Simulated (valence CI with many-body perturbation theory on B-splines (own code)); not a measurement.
Results of a calculation; reference values are marked as such.
## Basis-set convergence for S9+

Method: valence CI with perturbative core correlation (CI+MBPT): five valence electrons over a frozen Dirac-Fock core [He], a basis of 9 s, 9 p, 8 d, 6 f, 3 g, 1 h functions for each j, with the one-electron correlation potential Σ1 (screened to all orders), the two-electron term Σ2, the three-electron term Σ3, Breit, model QED; selected single and double excitations, second order for the rest, scaled by the run's own slope (own B-spline code, finite nucleus).

No measured spectrum was set against this ion. As an estimate, levels of excited configurations hold to 0.05 to 0.15 % of their energy, terms of the ground configuration to about 0.5 %. Among the levels kept, up to 2500 cm⁻¹ of a level comes from second order outside the variational space, and about a tenth of that is noise between levels of different J, which matters for small intervals.

The reference run has the lowest level 2s²2p³ ⁴S°_3/2 and an ionisation energy of 447.530 eV. Its largest variational space holds 21176 state functions.

Changed runs:
A. basis 6 s, 6 p, 5 d, 3 f, 1 g
B. basis 5 s, 5 p, 4 d, 2 f

Excitation energies of the reference run in cm⁻¹, and shifts in cm⁻¹:

```tsv
Level	Reference	A	B
2s²2p³ ²D°_3/2	82742	+243	+739
2s²2p³ ²D°_5/2	83867	+264	+756
2s²2p³ ²P°_1/2	127381	+281	+864
2s²2p³ ²P°_3/2	129199	+282	+860
2s2p⁴ ⁴P_5/2	378564	+89	+258
2s2p⁴ ⁴P_3/2	385467	+85	+252
2s2p⁴ ⁴P_1/2	389007	+74	+242
2s2p⁴ ²D_3/2	521174	+342	+1041
2s2p⁴ ²D_5/2	521313	+346	+1043
2s2p⁴ ²S_1/2	609482	+427	+1353
2s2p⁴ ²P_3/2	637527	+390	+1205
2s2p⁴ ²P_1/2	646326	+369	+1189
Ionisation energy (eV)	447.530	-0.020	-0.063
```
